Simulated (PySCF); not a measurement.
Dipole response of Sn (tin, neutral)

[Kr] 4d10 5s2 5p2, high-spin 3P determinant. All numbers are calculated (PySCF 2.14, a scalar-relativistic core potential, in aug-cc-pVQZ-PP with ECP28MDF). Coupled (time-dependent) response in atomic units; α is the mean over directions.

```json
{"method": "wB97M-V", "mean α (bohr³)": "56.66", "α xx, yy, zz": "46.06, 61.95, 61.95", "C₆ (like pair)": "594.8", "S(−4)": "1322"}
```

S(−4) is the Cauchy moment in α(ω) = α(0) + S(−4) ω² + …

Reference α: 53 ± 6 bohr³ (recommended; Schwerdtfeger and Nagle, table of static dipole polarizabilities (2023 update)). Published C₆: 659.0 (Chu and Dalgarno (2004); Tang, Norbeck and Certain (1976)).

Spin-orbit coupling is absent.

α(iu) at wB97M-V:

| u (hartree) | α(iu) (bohr³) |
| --- | --- |
| 0 | 56.66 |
| 0.0500 | 53.61 |
| 0.100 | 46.71 |
| 0.200 | 32.61 |
| 0.300 | 22.92 |
| 0.500 | 12.79 |
| 0.750 | 7.532 |
| 1.00 | 5.114 |
| 1.50 | 2.952 |
| 2.00 | 1.981 |
| 3.00 | 1.089 |
| 5.00 | 0.4695 |

A single London oscillator, α(iu) = α/(1 + u²/ω²), gives C₆ = (3/4) ω α². Matching the computed C₆ needs ω = 4 × 594.8 / (3 × 56.66²) = 0.247 hartree.

The components differ because the open shell of this determinant is not spherical; for a pure term their mean is the scalar polarisability.

Energies and moments cover only the electrons outside the core potential.
